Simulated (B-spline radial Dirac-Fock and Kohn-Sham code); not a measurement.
Level of theory: the Dirac equation of a negative muon with reduced mass in the field of a spherical finite nucleus, with the Uehling potential to all orders; nuclear polarisation, deformation, hyperfine structure, self-energy, higher-order vacuum polarisation, relativistic recoil and electron screening are left out; a radial atomic solver. The nuclear charge is a Fermi distribution (skin thickness 2.3 fm).

Task: A muonic atom of atomic mass 140.91 u emits these computed lines: 2p3/2 → 1s1/2 4356 keV, 3d5/2 → 2p3/2 1403 keV, 4f7/2 → 3d5/2 498.8 keV, 5g9/2 → 4f7/2 229.7 keV. Which element is it, and what rms charge radius was used?

Result: Neodymium (Z = 60, nuclide ¹⁴¹Nd); the high transitions hardly feel the nucleus and fix Z. The 2p → 1s line lies 3740 keV below the value for a point nucleus without QED, which for this nuclear model gives a radius near 4.91 fm (4.9057 fm was used).
